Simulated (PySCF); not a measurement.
**How methods differ on the excitation energy of Ti⁺**

Ti⁺ [Ar] 3d2 4s1 (4F) → Ti⁺ [Ar] 3d3 (4F), as a difference of total energies. Calculation: PySCF 2.14, in aug-cc-pVQZ-DK (9s8p6d4f3g2h, 140 functions); scalar relativity by spin-free X2C-1e. Correlated levels: valence: [Ar] frozen. The calculations carry no spin-orbit coupling.

```csv
method,excitation energy (eV)
UHF,0.666
LDA,-0.217
PBE,-0.170
PBE0,-0.096
r2SCAN,-0.153
M06-L,-0.753
r2SCANh,-0.121
PBEsol,-0.230
MP2 (valence),0.395
SCS-MP2 (valence),0.576
```

How much does correlation contribute at MP2 (valence)?

0.395 − (0.666) = -0.271 eV, measured against UHF.

For comparison: 0.107 eV (measured; NIST levels, between the centres of gravity of the two terms).
